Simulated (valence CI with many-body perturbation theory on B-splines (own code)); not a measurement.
# Hyperfine factors and g values of Re51+

Computed by valence CI with perturbative core correlation (CI+MBPT): six valence electrons over a frozen Dirac-Fock core [Ar], radial functions for each j: 7 s, 7 p, 8 d, 6 f, 4 g, 1 h, with the one-electron correlation potential Σ1 (screened to all orders), the two-electron term Σ2, the three-electron term Σ3, Breit, model QED; selected single and double excitations, second order for the rest, scaled by the run's own slope (own B-spline code, finite nucleus).

The last digits are not significant, and no measured levels were compared; by estimate large intervals hold to a few tenths of a per cent, small ones and those within an open d or f shell to about a per cent. Core correlation moves these levels by up to 16000 cm⁻¹, and in measured spectra 5 to 20 % of such shifts remained as error; rates that hang on mixing are uncertain with them. Among the levels kept, up to 1100 cm⁻¹ of a level comes from second order outside the variational space, and about a tenth of that is noise between levels of different J, which matters for small intervals. The list stops below the first excitations out of the core. Only levels of the ground parity were solved; by the run's estimate the other parity begins above the list, which can be wrong where configurations are misplaced.

A/g_I is the dipole constant over the nuclear g factor μ/I (μ in nuclear magnetons, uniformly magnetised nucleus), B/Q the quadrupole constant per barn. Both hold the static response of the core; the bare values leave it out. Large factors of s and p1/2 electrons are usually good to 5 to 10 %; those of open d and f shells near neutrality can be off by tens of per cent, and small factors of p3/2, d and f electrons come from cancelling terms and can be off by a factor of two or in sign, in half-filled shells by more. B is blank for J = 1/2, where it vanishes, and for nearly pure S terms. Energies count from the lowest level. Levels with J = 0 are left out.

Levels are named by their leading jj configuration (3d3/2^4 stands for four electrons in 3d with j = 3/2), which in mixed levels can hold well under half, so a name can repeat and another be missing. Letters in brackets count levels of one name in rising energy.

| Level | E (eV) | g | A/g_I (MHz) | A/g_I bare | B/Q (MHz/b) | B/Q bare |
| --- | --- | --- | --- | --- | --- | --- |
| (3d3/2^4 3d5/2^2) J=4 | 0.00 | 1.236 | 39100 | 40000 | 69200 | 69800 |
| (3d3/2^4 3d5/2^2) J=2 | 7.90 | 1.259 | 38400 | 39400 | -41100 | -41400 |
| (3d3/2^3 3d5/2^3) J=3 [a] | 67.52 | 1.336 | 24300 | 25600 | 3400 | 3370 |
| (3d3/2^3 3d5/2^3) J=4 [a] | 68.84 | 1.176 | 41700 | 42400 | 59800 | 60400 |
| (3d3/2^3 3d5/2^3) J=1 [a] | 72.52 | 1.270 | 40100 | 41100 | -26400 | -26600 |
| (3d3/2^3 3d5/2^3) J=6 | 76.71 | 1.098 | 56700 | 57200 | -67600 | -68400 |
| (3d3/2^3 3d5/2^3) J=5 | 76.82 | 1.124 | 50700 | 51200 | 34000 | 34400 |
| (3d3/2^3 3d5/2^3) J=2 [a] | 83.89 | 0.981 | 68900 | 69000 | -51400 | -51900 |
| (3d3/2^3 3d5/2^3) J=3 [b] | 85.37 | 1.061 | 61000 | 61300 | 15500 | 15500 |
| (3d3/2^3 3d5/2^3) J=4 [b] | 99.32 | 1.046 | 63300 | 63600 | -54000 | -54600 |
| (3d3/2^3 3d5/2^3) J=2 [b] | 100.21 | 1.113 | 53100 | 53600 | 93000 | 93900 |
| (3d3/2^3 3d5/2^3) J=1 [b] | 100.24 | 1.209 | 27200 | 28000 | 52700 | 53100 |
| (3d3/2^3 3d5/2^3) J=3 [c] | 101.94 | 1.056 | 62600 | 63000 | -83100 | -83800 |
| (3d3/2^2 3d5/2^4) J=2 [a] | 140.72 | 1.432 | 5730 | 7240 | -18700 | -18900 |
| (3d3/2^2 3d5/2^4) J=4 [a] | 146.76 | 1.095 | 53700 | 54200 | 13400 | 13700 |
| (3d3/2^2 3d5/2^4) J=3 [a] | 150.14 | 1.200 | 37900 | 38700 | -27700 | -28000 |
| (3d3/2^2 3d5/2^4) J=5 | 150.97 | 1.086 | 58000 | 58400 | -50300 | -50800 |
| (3d3/2^2 3d5/2^4) J=6 | 154.24 | 1.045 | 62800 | 63100 | -71100 | -71700 |
| (3d3/2^2 3d5/2^4) J=3 [b] | 157.94 | 0.968 | 72000 | 72100 | 890 | 910 |
| (3d3/2^2 3d5/2^4) J=1 | 160.40 | 0.987 | 71400 | 71500 | -23800 | -24000 |
| (3d3/2^2 3d5/2^4) J=4 [b] | 162.26 | 1.040 | 65400 | 65700 | 1870 | 1820 |
| (3d3/2^2 3d5/2^4) J=2 [b] | 163.72 | 1.045 | 63300 | 63700 | -46900 | -47400 |
| (3d3/2^2 3d5/2^4) J=2 [c] | 175.57 | 0.877 | 85100 | 84900 | -1690 | -1660 |
| (3d3/2^2 3d5/2^4) J=4 [c] | 180.27 | 1.151 | 46200 | 46800 | -78000 | -78800 |
| (3d3/2^2 3d5/2^4) J=2 [d] | 198.23 | 1.022 | 64400 | 64700 | 78700 | 79500 |
| (3d3/2 3d5/2^5) J=1 | 220.56 | 1.490 | -7980 | -6300 | -15300 | -15400 |
| (3d3/2 3d5/2^5) J=4 | 232.99 | 1.025 | 65500 | 65800 | -25400 | -25500 |
| (3d3/2 3d5/2^5) J=2 | 239.24 | 1.178 | 44900 | 45600 | -85400 | -86300 |
| (3d3/2 3d5/2^5) J=3 | 241.43 | 1.059 | 60000 | 60400 | -76700 | -77400 |

**Question.** Take the isotope of mass number 185, with I = 5/2, μ = 3.176 μN and Q = 2.07 b. What is the hyperfine structure of (3d3/2^3 3d5/2^3) J=4 [a]?

**Answer.** From the table A = 53000 MHz, B = 124000 MHz. Shifts from the centre of gravity in MHz: F = 3/2: -602000, F = 5/2: -506000, F = 7/2: -357000, F = 9/2: -143000, F = 11/2: 156000, F = 13/2: 561000.
